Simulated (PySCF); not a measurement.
System: H3Si (anion, charge -1), singlet: umbrella (inversion) coordinate, bond length relaxed. Scanned: angle between the Si-H bonds and the threefold axis (90 = planar). Other coordinates (Si-H bond length) were minimised at B3LYP/def2-TZVP.

Method: CCSD(T) on RHF/aug-cc-pVDZ, 5 core orbitals frozen in PySCF 2.14.0.

Scanned values (°): 90, 93, 96, 99, 102, 105, 108, 111, 114, 117, 120, 123, 126, 129, 132.

**Question.** At which scan points does the profile have its minima and maxima, and how high do they lie?

**Answer.** Lower than their neighbours: 120° (0.00 kcal/mol). Higher than their neighbours: 90° (24.22 kcal/mol, end of the scan), 132° (7.31 kcal/mol, end of the scan). The whole profile spans 24.22 kcal/mol.
